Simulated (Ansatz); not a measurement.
Input for Ansatz (an electronic-structure program): R-CCSD(T)/aug-cc-pVDZ on H2O (SMILES O).

Ansatz 0.2 input:
```yaml
crystal:
  periodic: [false, false, false]
  atoms:
    - {symbol: O, position_ang: [0.00716711, 0.38955600, -0.00000000]}
    - {symbol: H, position_ang: [-0.76847174, -0.18070572, 0.00000000]}
    - {symbol: H, position_ang: [0.76130462, -0.20885028, -0.00000000]}
basis:
  gaussian:
    orbitals: aug-cc-pVDZ
magnetization: {spin_polarized: false}
correlation: {method: ccsd_t, electrons: outside_noble_gas}
scf: {lower_state_search: off}
```

### Question
Predict the final total energy.

### Answer
-76.2738 hartree (reference determinant -76.0411, T1 diagnostic 0.012).
